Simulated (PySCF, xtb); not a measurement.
HOSc, SMILES [OH][Sc].

GFN2-xTB (xtb) at its own geometry gives an orbital gap of 3.78 eV and a dipole moment of 1.16 D.

Geometry: PBE-D3(BJ)/def2-TZVP. The multiplicity is an assumed one; other spin states were not compared.

Task: What does ωB97X/def2-TZVPD run with PySCF give? (Estimate from the structure and the level; the computed values follow.)

Result: gap 6.73 eV (levels -6.39 and 0.35 eV), dipole 0.21 D.
